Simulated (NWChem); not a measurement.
System: CdHSF; SMILES [Cd]([SH])[F]

```xyz
4

Cd    -0.0109     0.3013     0.0000
F     -0.0016     2.2474     0.0000
S     -0.0484    -2.0359     0.0000
H      1.3139    -2.1143     0.0000
```
Atoms are numbered in this order, from 1.

Program: NWChem. Geometry: optimised at PBE-D3(BJ)/def2-SVP. def2 effective core potentials on Cd; no spin-orbit coupling. Total energies compare along this basis series because the functional is fixed.

```json
[
 {"level": "PBE0/def2-SVP", "basis functions": "68", "energy (Ha)": "-665.9576", "highest occupied level (eV)": "-7.44", "orbital gap (eV)": "5.71", "dipole (D)": "1.62", "relative time": "1"},
 {"level": "PBE0/def2-SVPD", "basis functions": "92", "energy (Ha)": "-665.9813", "highest occupied level (eV)": "-7.72", "orbital gap (eV)": "5.69", "dipole (D)": "1.83", "relative time": "2"},
 {"level": "PBE0/def2-TZVP", "basis functions": "114", "energy (Ha)": "-666.2643", "highest occupied level (eV)": "-7.64", "orbital gap (eV)": "5.72", "dipole (D)": "1.83", "relative time": "3"},
 {"level": "PBE0/def2-TZVPP", "basis functions": "143", "energy (Ha)": "-666.2671", "highest occupied level (eV)": "-7.64", "orbital gap (eV)": "5.72", "dipole (D)": "1.79", "relative time": "6"},
 {"level": "PBE0/def2-QZVP", "basis functions": "229", "energy (Ha)": "-666.2899", "highest occupied level (eV)": "-7.67", "orbital gap (eV)": "5.70", "dipole (D)": "1.76", "relative time": "10"}
]
```

Times are rough ratios from one shared machine.
